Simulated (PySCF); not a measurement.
H4O3SZr, SMILES [OH][Zr]([OH])([OH])[SH], multiplicity 1.

Geometry optimised at B3LYP-D3(BJ)/def2-SVP. The spin state was assumed, not searched. The structure was generated by enumeration; whether it is a known compound was not checked. The def2 effective core potentials stand for the cores of Zr; spin–orbit coupling is left out. Other conformers were not sampled.

Two levels are set side by side: PBE/def2-TZVP (PySCF) and PBE0/def2-TZVP (PySCF). Same geometry, gas phase. Differences are taken from unrounded values.

```
quantity                      PBE0    PBE  PBE minus PBE0
---------------------------  -----  -----  --------------
orbital gap (eV)              6.42   4.33           -2.09
highest occupied level (eV)  -6.92  -5.69            1.22
lowest empty level (eV)      -0.49  -1.36           -0.87
dipole moment (D)             3.49   3.43           -0.06
mean polarisability (bohr³)   70.2   74.5             4.4
```

Without exact exchange PBE keeps part of each electron's self-repulsion, which lifts occupied levels and narrows the gap. Loosely held outer electrons make PBE densities more polarisable. Differences between two approximate levels are no errors against the true value.

Rough cost on one machine, each run with all the roots and properties that it gave: PBE0 against PBE within a factor of 2.
